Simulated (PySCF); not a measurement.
# Steps of a relaxation of PmCl3(H2O)

PmCl3(H2O) (singlet in the valence; each metal's 4f electrons, 4 of them, lie in its core potential, out of spins and levels). PySCF 2.14.0, RKS PBE0, Pm lcecp-1-SVP with ECP50, Cl def2-SVP, O def2-SVP, H def2-SVP; non-relativistic Hamiltonian with scalar-relativistic core potentials where named; density fitting; no spin-orbit coupling. Origin of the start: template. Columns: position (Å) and force (eV/Å). Energies are counted from the last step; some of the 17 steps are shown. Forces carry noise of the integration grid, about 0.01 to 0.03 eV/Å.

Run from Python with OMP_NUM_THREADS=2. Where DIIS fails, smearing, a level shift and second-order steps follow.
It took 3.5 min on 2 threads of Arm Neoverse V1, with other jobs on the host, from the converged density of the start.

```xyz
7
step 0  E = 0.408 eV
Pm   -0.1012    0.1012   -0.1012     0.94   -0.93    0.93
Cl    1.4398    1.6422    1.4398    -0.84   -0.60   -0.82
Cl   -1.6422   -1.4398    1.4398     0.62    0.82   -0.82
Cl    1.4398   -1.4398   -1.6422    -0.84    0.82    0.60
O    -1.5503    1.5503   -1.5503    -0.06    0.08   -0.08
H    -1.8910    2.4355   -1.3465     0.09   -0.13    0.06
H    -1.8910    1.3465   -2.4355     0.09   -0.06    0.13
```

```xyz
7
step 5  E = 0.011 eV
Pm    0.0159   -0.0137    0.0137     0.05   -0.01    0.01
Cl    1.2292    1.8612    1.2821    -0.11   -0.12   -0.11
Cl   -1.8081   -1.2836    1.2836     0.10    0.08   -0.08
Cl    1.2292   -1.2821   -1.8612    -0.11    0.11    0.12
O    -1.3919    1.4210   -1.4210     0.06   -0.06    0.06
H    -1.7351    2.2958   -1.1975     0.00    0.01    0.01
H    -1.7351    1.1975   -2.2958     0.00   -0.01   -0.01
```

```xyz
7
step 11  E = 0.001 eV
Pm   -0.0015   -0.0513    0.0513     0.00   -0.03    0.03
Cl    1.1185    1.9287    1.2113     0.01    0.02    0.01
Cl   -1.8065   -1.3246    1.3246     0.00    0.00    0.00
Cl    1.1185   -1.2113   -1.9287     0.01   -0.01   -0.02
O    -1.3658    1.3777   -1.3777    -0.06    0.07   -0.07
H    -1.6296    2.2885   -1.1884     0.02   -0.04    0.01
H    -1.6296    1.1884   -2.2885     0.02   -0.01    0.04
```

Q: Where does the relaxation end?

A: It converges at step 16 in Cs:
```xyz
7
step 16  E = 0
Pm   -0.0325   -0.0607    0.0607
Cl    1.0805    1.9367    1.2036
Cl   -1.7640   -1.3823    1.3823
Cl    1.0805   -1.2036   -1.9367
O    -1.3894    1.3812   -1.3812
H    -1.5855    2.3126   -1.2122
H    -1.5855    1.2122   -2.3126
```

Q: How did the contacts change?

A: 
```csv
contact,start (Å),end (Å)
Pm1–Cl2 (Cl),2.669,2.556
Pm1–Cl3 (Cl),2.669,2.548
Pm1–Cl4 (Cl),2.669,2.556
Pm1–O5 (H2O),2.510,2.449
```


A frequency check found unstable modes (1, the lowest at -24 cm⁻¹), so the relaxed geometry is a saddle point, or these are noise. An lcecp potential fixes the number of 4f electrons, so in runs with it no electron can move into or out of that shell.
